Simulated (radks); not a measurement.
The numbers below are computed, except where a source is named.
All-electron atom: the ruthenium ion Ru3.5+ in [Kr] 4d(up 4.25, down 0.25) (fractional occupations, a model configuration). Level of theory: scalar-relativistic Kohn-Sham, r2SCAN, spin-polarised, spherical densities, finite nucleus; meta-GGA in the generalised Kohn-Sham scheme; Fermi nuclear charge, rms radius 4.4809 fm (a radial shooting solver on a logarithmic mesh with Libxc functionals). Some entries of the table are withheld. Estimate them.

orbital  occ.  eigenvalue (hartree)  <r> (bohr)  r(max) (bohr)
1s down     1             -809.4706     0.03344        0.02172
1s up       1             -809.4695     0.03344        0.02172
2s up       1             -118.2608      0.1456         0.1228
2s down     1             -118.2242      0.1456         0.1228
2p up       3             -105.9824      0.1270        0.09827
2p down     3             -105.9558      0.1270        0.09826
3s up       1             -22.35140      0.4016         0.3609
3s down     1             -22.34134      0.4017         0.3611
3p up       3             -18.28300      0.4023         0.3544
3p down     3             -18.26901      0.4023         0.3546
3d up       5             -11.76083         (1)         0.3016
3d down     5             -11.73218         (2)         0.3020
4s up       1              -4.51148       1.013         0.9157
4s down     1              -4.36052       1.007         0.9092
4p up       3              -3.36551       1.106            (3)
4p down     3              -3.20270       1.100            (4)
4d up    4.25              -1.69893       1.389          1.156
4d down  0.25              -1.52301       1.398          1.148

Answer. 
(1) 3d up <r> (bohr): 0.3840
(2) 3d down <r> (bohr): 0.3840
(3) 4p up r(max) (bohr): 0.9798
(4) 4p down r(max) (bohr): 0.9732
